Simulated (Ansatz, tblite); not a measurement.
Spin states of Zr2S2⁺ (the lowest doublet isomer of a short search), each relaxed with B3LYP-D4/def2-SVP in Ansatz. Electronic energies in the gas phase.

In the def2 sets Zr takes a core potential; there is no spin–orbit coupling. The xTB rows come from tblite. LC-ωPBE has ω = 0.4 bohr⁻¹. The structure comes from a short search, and lower isomers may exist.

Doublet geometry (C2v within 0.1 Å):

| atom | x (Å) | y (Å) | z (Å) |
| --- | --- | --- | --- |
| Zr1 | 0.2426 | 1.0514 | 0.8734 |
| Zr2 | -0.9562 | -0.8586 | -0.5255 |
| S3 | 0.6884 | -1.2859 | 1.1658 |
| S4 | 0.0252 | 1.0930 | -1.5136 |

Quartet geometry (C2v within 0.1 Å):

```xyz
4

Zr    1.499   -0.199    0.046
Zr   -1.463   -0.315    0.222
S    -0.079   -0.575   -1.720
S     0.043    1.088    1.452
```

⟨S²⟩: doublet 0.76 at PBE0-D4/def2-TZVP (pure 0.75), quartet 3.77 at PBE0-D4/def2-TZVP (pure 3.75).

Run but left out: HF/STO-3G, HF/def2-TZVP, MP2/def2-TZVP, CCSD/def2-TZVP, CCSD(T)/def2-TZVP (doublet: ⟨S²⟩ 1.39 to 1.62, where a pure state has 0.75).

Only these spin states were relaxed. Higher spins weren't run and may lie lower.

(1) Estimate which spin state lies lowest at each of these levels, and by how much: GFN1-xTB; GFN2-xTB; LDA (SPW92)/def2-TZVP; BLYP-D4/def2-TZVP; r2SCAN-D4/def2-TZVP; B97M-V/def2-TZVP; PBE0-D4/def2-TZVP; LC-ωPBE/def2-TZVP.

Results:

(1) 
```tsv
level	quartet − doublet (kcal/mol)	lowest of these	remarks
GFN1-xTB	-11.4	quartet	–
GFN2-xTB	-16.4	quartet	–
LDA (SPW92)/def2-TZVP	19.8	doublet	–
BLYP-D4/def2-TZVP	14.3	doublet	–
r2SCAN-D4/def2-TZVP	7.4	doublet	–
B97M-V/def2-TZVP	10.6	doublet	–
PBE0-D4/def2-TZVP	8.6	doublet	–
LC-ωPBE/def2-TZVP	-0.8	quartet	spin-contaminated (⟨S²⟩ 0.89) (doublet)
```

The xTB methods have no spin-polarisation term.
